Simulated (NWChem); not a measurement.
Program: NWChem. System: BF2I, charge 1, spin multiplicity 2, at the geometry of a parent with another charge or spin, in a state set for the comparison that need not be this species' ground state. Its SCF solution wasn't tested for a lower state. Level: UMP2/def2-SVPD with def2 effective core potentials on I, 7 core orbitals frozen.

Part of the output:

```
             Northwest Computational Chemistry Package (NWChem) 7.3.0
             --------------------------------------------------------

                                NWChem Input Module
                                -------------------

 Scaling coordinates for geometry "geometry" by  1.889725989
 (inverse scale =  0.529177249)

 Turning off AUTOSYM since
 SYMMETRY directive was detected!

                             Geometry "geometry" -> ""
                             -------------------------

 Output coordinates in angstroms (scale by  1.889725989 to convert to a.u.)

  No.       Tag          Charge          X              Y              Z
 ---- ---------------- ---------- -------------- -------------- --------------
    1 B                    5.0000     0.00000000     0.00000000     1.32353100
    2 F                    9.0000    -1.12867200     0.00000000     1.98678400
    3 F                    9.0000     1.12867200     0.00000000     1.98678400
    4 I                   53.0000     0.00000000     0.00000000    -0.79961800

 Effective nuclear repulsion energy (a.u.)     289.3422950104

            Nuclear Dipole moment (a.u.)
            ----------------------------
        X                 Y               Z
 ---------------- ---------------- ----------------
     0.0000000000     0.0000000000     0.0000245664

      Symmetry information
      --------------------

 Group name             C2v
 Group number             16
 Group order               4
 No. of unique centers     3

      Symmetry unique atoms

     1    2    4


 Summary of "ao basis" -> "" (spherical)
 ------------------------------------------------------------------------------
       Tag                 Description            Shells   Functions and Types
 ---------------- ------------------------------  ------  ---------------------
 *                         def2-svpd                  on all atoms

 Summary of "ao basis" -> "ao basis" (spherical)
 ------------------------------------------------------------------------------
       Tag                 Description            Shells   Functions and Types
 ---------------- ------------------------------  ------  ---------------------
 B                         def2-svpd                 8       20   4s2p2d
 F                         def2-svpd                 9       23   4s3p2d
 I                         def2-svpd                13       35   5s5p3d

                                 NWChem SCF Module
                                 -----------------

  ao basis        = "ao basis"
  functions       =   101
  atoms           =     4
  alpha electrons =    24
  beta  electrons =    23
  charge          =   1.00
  wavefunction    = UHF
  use symmetry    = T
  symmetry adapt  = T

 Summary of "ao basis" -> "ao basis" (spherical)
 ------------------------------------------------------------------------------
       Tag                 Description            Shells   Functions and Types
 ---------------- ------------------------------  ------  ---------------------
 B                         def2-svpd                 8       20   4s2p2d
 F                         def2-svpd                 9       23   4s3p2d
 I                         def2-svpd                13       35   5s5p3d

      Symmetry analysis of basis
      --------------------------

        a1         42
        a2         12
        b1         28
        b2         19

 Forming initial guess at       0.0s

   Symmetry analysis of molecular orbitals - initial alpha
   -------------------------------------------------------

  Numbering of irreducible representations:

     1 a1          2 a2          3 b1          4 b2

  Orbital symmetries:

     1 a1          2 b1          3 a1          4 a1          5 b1
     6 a1          7 b2          8 a1          9 b1         10 a2
    11 b2         12 a1         13 a1         14 b1         15 a1
    16 a1         17 b1         18 a1         19 b2         20 a2
    21 b1         22 a1         23 b1         24 b2         25 b2
    26 a1         27 a1         28 b1         29 a1         30 a2
    31 a1         32 b1         33 b2         34 a1

   Symmetry analysis of molecular orbitals - initial beta
[...]
 --------------
 x =   0.00000000 y =   0.00000000 z =  -0.12256710

 moments of inertia (a.u.)
 ------------------
         891.585028051172           0.000000000000           0.000000000000
           0.000000000000        1064.439331719991           0.000000000000
           0.000000000000           0.000000000000         172.854303668818

  Mulliken analysis of the total density
  --------------------------------------

    Atom       Charge   Shell Charges
 -----------   ------   -------------------------------------------------------
    1 B    5     3.65   1.99  0.72 -0.39  0.00  1.31 -0.15  0.25 -0.08
    2 F    9     9.37   1.99  1.14  0.74  0.11  3.34  1.94  0.10  0.01  0.01
    3 F    9     9.37   1.99  1.14  0.74  0.11  3.34  1.94  0.10  0.01  0.01
    4 I   25    24.61   1.83  0.22  1.32  0.64 -0.03  2.94  3.11  2.48  2.03  0.02  9.83  0.21  0.02

  Mulliken analysis of the alpha density
  --------------------------------------

    Atom       Charge   Shell Charges
 -----------   ------   -------------------------------------------------------
    1 B    5     1.75   1.00  0.35 -0.21  0.00  0.65 -0.07  0.12 -0.09
    2 F    9     4.68   1.00  0.57  0.37  0.04  1.67  0.97  0.06  0.00  0.00
    3 F    9     4.68   1.00  0.57  0.37  0.04  1.67  0.97  0.06  0.00  0.00
    4 I   25    12.89   0.91  0.11  0.66  0.34 -0.02  1.45  1.58  1.54  1.27  0.01  4.91  0.11  0.01

   Mulliken analysis of the beta density
   -------------------------------------

    Atom       Charge   Shell Charges
 -----------   ------   -------------------------------------------------------
    1 B    5     1.90   1.00  0.37 -0.19 -0.00  0.67 -0.08  0.12  0.01
    2 F    9     4.69   1.00  0.57  0.37  0.06  1.67  0.97  0.05  0.00  0.00
    3 F    9     4.69   1.00  0.57  0.37  0.06  1.67  0.97  0.05  0.00  0.00
    4 I   25    11.73   0.91  0.11  0.66  0.30 -0.01  1.49  1.53  0.94  0.76  0.01  4.92  0.10  0.01

   Mulliken analysis of the spin density
   -------------------------------------

    Atom       Charge   Shell Charges
 -----------   ------   -------------------------------------------------------
    1 B    5    -0.15  -0.00 -0.02 -0.02  0.01 -0.02  0.00  0.00 -0.10
    2 F    9    -0.00   0.00  0.00 -0.00 -0.02  0.00 -0.00  0.01 -0.00  0.00
    3 F    9    -0.00   0.00  0.00 -0.00 -0.02  0.00 -0.00  0.01 -0.00  0.00
    4 I   25     1.16   0.00  0.00 -0.01  0.04 -0.01 -0.04  0.05  0.60  0.51  0.01 -0.01  0.01  0.00

       Multipole analysis of the density wrt the origin
       ------------------------------------------------

     L   x y z        total         alpha         beta         nuclear
     -   - - -        -----         -----         ----         -------
     0   0 0 0      1.000000    -24.000000    -23.000000     48.000000

     1   1 0 0      0.000000      0.000000      0.000000      0.000000
     1   0 1 0      0.000000      0.000000      0.000000      0.000000
     1   0 0 1     -1.030468    -20.947065    -22.393078     42.309674

     2   2 0 0    -27.972873    -56.905262    -52.952862     81.885250
     2   1 1 0     -0.000000     -0.000000     -0.000000      0.000000
     2   1 0 1     -0.000000     -0.000000      0.000000      0.000000
     2   0 2 0    -27.924216    -14.501600    -13.422616      0.000000
     2   0 1 1     -0.000000     -0.000000     -0.000000      0.000000
     2   0 0 2    -25.129139   -185.158417   -182.060782    342.090060

                   NWChem MP2 Semi-direct Energy/Gradient Module
                   ---------------------------------------------

  Basis functions       =    101
  Molecular orbitals    =    101
  Frozen core           =      7
  Frozen virtuals       =      0
  Active alpha occupied =     17
  Active beta occupied  =     16
  Active alpha virtual  =     77
  Active beta virtual   =     78
  Use MO symmetry       = T
  Use skeleton AO sym   = T

  AO/Fock/Back tols     =   1.0D-09  1.0D-09  1.0D-09

 GA uses MA = F    GA memory limited = T

 Available:
  local mem=  1.26D+08
 global mem=  1.44D+08
 local disk=  0.00D+00
  mp2_memr nvloc                    77
  nvloc new                    77
   1 passes of  17:        3145728                      54189                  22582062.
   1 passes of  17: M    126148221           G      144158798           F     123002493.

 Semi-direct pass number   1 of   1  for UHF alpha       at        1.5s
  vrange nnbf                  5070
  mp2_eaftype                    86  avail_ma_in_mb                  1099
 EAF : mp2_eaftype filesize          86   11291031.
  mp2_eaf for mointskh                     86
Node 0 wrote     53.1 Mb in      0.1 s     Agg I/O rate:   930.1 Mb/s
 Done moints_semi at        3.6s
  mp2_eaftype                    86  avail_ma_in_mb                  1013
 EAF : mp2_eaftype filesize          86   11291031.
  mp2_eaf for kh                    86
 Done maket at        3.8s
 Done multipass loop at        3.8s

 GA uses MA = F    GA memory limited = T

 Available:
  local mem=  1.26D+08
 global mem=  1.44D+08
 local disk=  0.00D+00
  mp2_memr nvloc                    78
  nvloc new                    78
   1 passes of  16:        3145728                      52634                  21530544.
   1 passes of  16: M    126148221           G      144158798           F     123002493.

 Semi-direct pass number   1 of   1  for UHF beta        at        3.8s
  vrange nnbf                  5070
  mp2_eaftype                    82  avail_ma_in_mb                  1099
 EAF : mp2_eaftype filesize          82   10765272.
  mp2_eaf for mointskh                     82
Node 0 wrote     50.6 Mb in      0.1 s     Agg I/O rate:   360.9 Mb/s
 Done moints_semi at        6.1s
  mp2_eaftype                    82  avail_ma_in_mb                  1017
 EAF : mp2_eaftype filesize          82   10765272.
  mp2_eaf for kh                    82
 Done maket at        6.3s
 Done multipass loop at        6.3s

          -------------------------------------------
          SCF energy                -519.833411021662
          Correlation energy          -0.564750573112
          Singlet pairs                0.000000000000
          Triplet pairs                0.000000000000
          Total MP2 energy          -520.398161594774
          -------------------------------------------

          ---------------------------------------------------
                    Spin Component Scaled (SCS) MP2
          Same spin pairs                     -0.160038425848
          Same spin scaling factor             0.333333333333
          Opposite spin pairs                 -0.404712147264
          Opposite spin scaling fact.          1.200000000000
          SCS-MP2 correlation energy          -0.539000718666
          Total SCS-MP2 energy              -520.372411740328
          ---------------------------------------------------

 -----------------------
 Performance information
 -----------------------

 Timer overhead =  9.60D-08 seconds/call

               Nr. of calls         CPU time (s)                 Wall time (s)                GFlops
             ---------------    -------------------     ------------------------------   -------------------
Name         Min   Avg   Max    Min     Avg     Max     Min     Avg     Max   Mx/calls   Min     Max     Sum
mp2: moin     2     2     2    4.4     4.4     4.4      4.4     4.4     4.4     2.2      0.0     0.0     0.0
mp2: make     2     2     2   0.38    0.38    0.38     0.38    0.38    0.38    0.19      0.0     0.0     0.0
mp2: tota     1     1     1    4.8     4.8     4.8      4.8     4.8     4.8     4.8      0.0     0.0     0.0

 The average no. of pstat calls per process was 5.00D+00
 with a timing overhead of 4.80D-07s

 Task  times  cpu:        6.3s     wall:        6.3s

 Total times  cpu:        6.3s     wall:        6.3s
```

Write an NWChem input that would produce this output.

One answer among several that fit: 
```
start mol
memory heap 200 mb stack 900 mb global 1100 mb
charge 1
geometry units angstroms nocenter noautoz
  B      0.000000     0.000000     1.323531
  F     -1.128672     0.000000     1.986784
  F      1.128672     0.000000     1.986784
  I      0.000000     0.000000    -0.799618
  symmetry group C2v
end
basis spherical
  * library def2-svpd
end
ecp
  I library def2-ecp
end
scf
  uhf
  nopen 1
  maxiter 100
  thresh 1e-7
  semidirect memsize 60000000 filesize 0
  # guess.movecs holds the orbitals of an unrestricted PBE0 run
  vectors input guess.movecs output mol.movecs
end
mp2
  freeze core 7
end
task mp2 energy
```
